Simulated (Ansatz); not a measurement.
A structure relaxed at PBE0-D4/def2-TZVP, charge 0, multiplicity 1:

```
atom   x (Å)   y (Å)   z (Å)
  C1   0.025   1.326  -0.443
  C2   0.248   0.148   0.484
  O3   1.611  -0.245   0.528
 Ge4  -0.755  -1.457  -0.084
  H5  -1.029   1.617  -0.466
  H6   0.598   2.198  -0.107
  H7   0.341   1.089  -1.462
  H8  -0.105   0.408   1.493
  H9   2.141   0.522   0.770
 H10  -0.333  -1.840  -1.513
 H11  -2.263  -1.139  -0.073
 H12  -0.479  -2.626   0.873
```

Question: Give its formula and SMILES.

Answer: C2H8GeO, `C[CH](O)[GeH3]`.

Question: Summarise the bond lengths by kind.

Answer: 1 × C–C 1.515 Å; 4 × C–H 1.093 to 1.100 Å; 1 × C–O 1.419 Å; 1 × C–Ge 1.977 Å; 1 × H–O 0.962 Å; 3 × Ge–H 1.536 to 1.541 Å.

Program: Ansatz 0.2.0.
